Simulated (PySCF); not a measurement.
Compound: C5H5F5.
Geometry (PBE0-D3(BJ)/def2-SVP, Å), atoms numbered from 1 in this order:
```xyz
15
C5H5F5 angstrom
C      2.2719   -0.0184    0.3638
C      0.8302   -0.3481    0.7085
C     -0.1334    0.1549   -0.3420
F      0.0248    1.4969   -0.5125
F      0.1678   -0.3997   -1.5500
C     -1.5747   -0.1324   -0.0078
F     -1.8105   -0.8295    1.1043
C     -2.6057    0.2609   -0.7561
F     -2.4714    0.9443   -1.8570
F     -3.8529    0.0109   -0.4719
H      2.4183    1.0678    0.2837
H      2.9487   -0.4007    1.1403
H      2.5590   -0.4707   -0.5958
H      0.6794   -1.4341    0.8032
H      0.5364    0.0960    1.6716
```

Linear response at PBE0/def2-SVPD (PySCF, frozen core in the response, non-relativistic).

Static isotropic polarisability: 65.05 au (9.64 Å³), principal values 51.7, 60.6, 82.8 au.

(1) What is the polarisability at 1064 nm and at the sodium D line?

(2) What is the isotropic C6 coefficient between two such molecules, C6 = (3/π)∫α(iω)² dω?

(3) Which effective excitation energy ω̄ makes London's formula C6 = (3/4)α²ω̄ exact here?

(4) What n − 1 at the D line would an ideal gas of it have at 273.15 K and 1 atm (2.6868 × 10¹⁹ cm⁻³), by n − 1 = 2π·N·α′?

(5) How many electrons N does the Slater–Kirkwood formula C6 = (3/4)·√N·α^(3/2) need to give this C6?

(6) How anisotropic is the static polarisability, by Δα² = ½[(α1 − α2)² + (α2 − α3)² + (α3 − α1)²]?

(7) What three-body coefficient follows from the one-pole estimate C9 = (3/4)·α·C6?

(8) The lowest 6 singlets have (eV, f): 6.80, 0.005; 7.31, 0.056; 7.34, 0.342; 7.88, 0.000; 8.13, 0.000; 8.69, 0.000. What share of the static polarisability do they carry in the sum over states α = Σ f/ω²?

(9) What molar refraction at the D line follows from R = (4π/3)·N_A·α′, with α′ the polarisability volume?

## Answers

(1) 65.48 au at 1064 nm (+0.7 %), 66.50 au at 589.3 nm (+2.2 %). The rise at 589.3 nm is 3.36 times that at 1064 nm; a pure ω² law gives 3.26. The lowest singlet lies at 182 nm, shorter than both wavelengths.

(2) 2119 au (Eh·bohr⁶) by a ten-point quadrature over imaginary frequencies, which is 1270 eV·Å⁶ or 122 J·nm⁶/mol.

(3) ω̄ = 4·C6/(3α²) = 0.668 Eh = 18.2 eV. A one-pole form α(ω) = α/(1 − ω²/ω̄²) fitted to the 1064 nm value gives 14.3 eV.

(4) 16.64 × 10⁻⁴, a formal value whether or not that pressure can be reached.

(5) N = (4·C6/3)²/α³ = 29.0; the species has 80 electrons in all.

(6) Δα = 27.7 au, or 0.43 of the isotropic value.

(7) 103000 au. This is an estimate from the two numbers above, not a computed integral.

(8) 5.56 au, 8.6 % of α; the largest term, 4.70 au, is that of the state at 7.34 eV. Their oscillator strengths add up to 0.40. Higher states carry the rest.

(9) α′ = 9.85 Å³ gives R = 24.86 cm³/mol, for isolated, non-vibrating species.

Time: 69 s wall. Hardware: Arm Neoverse V1, one thread, no GPU, on a shared host. This is the whole response run at PBE0/def2-SVPD, SCF included.

One conformer stands for the species.
